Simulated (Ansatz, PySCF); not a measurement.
Gas-phase reaction in SMILES: O=[Si](F)F → O=[Si](F)F as doublet, charge -1 (an electron is taken up)
Structures are relaxed separately at B3LYP-D3(BJ)/def2-TZVP in Ansatz (a first-principles code).

Wanted: adiabatic electron affinity (0 K, with B3LYP-D3(BJ) harmonic zero-point energies from PySCF), positive where the reaction releases energy, in eV. Valence correlation only, unless marked. UHF or UKS for open shells. Spin-orbit coupling is left out. Non-relativistic. Anions need diffuse functions: aug- sets have them; def2-D sets add few; the other sets have none. CBS(X,Y): correlation extrapolated as X^-3; Hartree-Fock from the larger set. [CCSD(T)-MP2]/basis is that difference in the basis named.

```json
[
 {"level": "revPBE-D3(BJ)/def2-TZVPD", "program": "Ansatz + dftd3", "adiabatic electron affinity (eV)": "(withheld)"},
 {"level": "r2SCAN0/def2-TZVPD", "program": "Ansatz", "adiabatic electron affinity (eV)": "(withheld)"},
 {"level": "PW6B95-D4/def2-TZVPD", "program": "PySCF + dftd4", "adiabatic electron affinity (eV)": "(withheld)"},
 {"level": "HSE06/def2-TZVPD", "program": "Ansatz", "adiabatic electron affinity (eV)": "(withheld)"},
 {"level": "CAM-B3LYP-D3(BJ)/def2-TZVPD", "program": "Ansatz + dftd3", "adiabatic electron affinity (eV)": "1.72"},
 {"level": "B2GP-PLYP-D3(BJ)/def2-TZVPD", "program": "Ansatz + dftd3", "adiabatic electron affinity (eV)": "1.51"},
 {"level": "B2GP-PLYP/def2-TZVPD", "program": "Ansatz", "adiabatic electron affinity (eV)": "1.51"},
 {"level": "B2PLYP/def2-TZVPD", "program": "Ansatz", "adiabatic electron affinity (eV)": "1.53"},
 {"level": "SCS-MP2/STO-3G", "program": "Ansatz", "adiabatic electron affinity (eV)": "-5.71"},
 {"level": "RI-MP2/CBS(aug-cc-pV(T+d)Z,aug-cc-pV(Q+d)Z)+[CCSD(T)-MP2]/aug-cc-pV(D+d)Z", "program": "Ansatz", "adiabatic electron affinity (eV)": "1.53"}
]
```

Problem. Some entries are withheld; supply them.

Solution. 
- revPBE-D3(BJ)/def2-TZVPD, adiabatic electron affinity (eV): 1.66
- r2SCAN0/def2-TZVPD, adiabatic electron affinity (eV): 1.68
- PW6B95-D4/def2-TZVPD, adiabatic electron affinity (eV): 1.63
- HSE06/def2-TZVPD, adiabatic electron affinity (eV): 1.64
